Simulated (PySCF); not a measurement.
BCl2, SMILES [B+](Cl)Cl, charge +1.

Geometry optimised at B3LYP-D3(BJ)/def2-TZVP.

Two levels are set side by side: PBE/def2-TZVPD (PySCF) and r2SCAN/def2-TZVPD (PySCF). Same geometry, gas phase. Differences are taken from unrounded values.

```json
[
 {"quantity": "orbital gap (eV)", "r2SCAN": "7.00"},
 {"quantity": "highest occupied level (eV)", "r2SCAN": "-16.01"},
 {"quantity": "lowest empty level (eV)", "r2SCAN": "-9.01"},
 {"quantity": "mean polarisability (bohr³)", "r2SCAN": "34.3"}
]
```

Task: What does PBE give, and how far is it from r2SCAN? (The exact figures need the calculation; the answer reports its results.)

Result: 
```csv
quantity,PBE,PBE minus r2SCAN
orbital gap (eV),6.33,-0.67
highest occupied level (eV),-15.65,0.35
lowest empty level (eV),-9.32,-0.31
mean polarisability (bohr³),35.2,0.9
```

Rough cost on one machine, each run with all the roots and properties that it gave: r2SCAN against PBE about 3 times.
